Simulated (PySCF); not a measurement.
Geometry:
| atom | x (Å) | y (Å) | z (Å) |
| --- | --- | --- | --- |
| C1 | -1.772 | -0.289 | 0.853 |
| N2 | -0.893 | 0.861 | 1.065 |
| C3 | -0.733 | 1.586 | -0.195 |
| N4 | -0.162 | 0.708 | -1.216 |
| C5 | -1.045 | -0.441 | -1.415 |
| N6 | -1.206 | -1.178 | -0.162 |
| C7 | 0.046 | -1.682 | 0.273 |
| N8 | 1.004 | -0.504 | 0.501 |
| C9 | 0.370 | 0.429 | 1.543 |
| C10 | 1.127 | 0.270 | -0.818 |
| H11 | -2.757 | 0.063 | 0.519 |
| H12 | -1.907 | -0.836 | 1.797 |
| H13 | -1.713 | 1.949 | -0.533 |
| H14 | -0.080 | 2.459 | -0.044 |
| H15 | -0.629 | -1.104 | -2.188 |
| H16 | -2.027 | -0.090 | -1.759 |
| H17 | 0.511 | -2.336 | -0.480 |
| H18 | -0.037 | -2.222 | 1.229 |
| H19 | 1.922 | -0.835 | 0.818 |
| H20 | 1.064 | 1.270 | 1.690 |
| H21 | 0.282 | -0.144 | 2.478 |
| H22 | 1.809 | 1.114 | -0.637 |
| H23 | 1.574 | -0.413 | -1.555 |

Total charge +1.

Geometry: PBE0-D3(BJ)/def2-SVP; GIAO absolute shieldings from PySCF 2.14.0 with density-fitted response routines, gas phase, non-relativistic, averaged over equivalent atoms.

At PBE0/pcSseg-1 (235 basis functions, 61 s wall time on 1 thread of an Arm Neoverse V1, shared host):
```
                  atoms  σ (ppm)
              C7/C9/C10    105.7
               C1/C3/C5    110.1
               N2/N4/N6    194.7
                     N8    206.9
H17/H18/H20/H21/H22/H23    26.16
            H11/H13/H16    26.56
            H12/H14/H15    26.68
                    H19    29.95
```

Q: What do these become at B3LYP/pcSseg-1?

A: 
```csv
atoms,σ at B3LYP/pcSseg-1,change
C7/C9/C10,98.8,-6.9
C1/C3/C5,103.1,-7.0
N2/N4/N6,184.5,-10.2
N8,197.0,-9.9
H17/H18/H20/H21/H22/H23,26.26,+0.10
H11/H13/H16,26.68,+0.12
H12/H14/H15,26.79,+0.11
H19,30.07,+0.12
```

The largest change is at N2/N4/N6 (amine nitrogen). Cost: 235 basis functions, 47 s wall time on 1 thread of an Arm Neoverse V1, shared host.
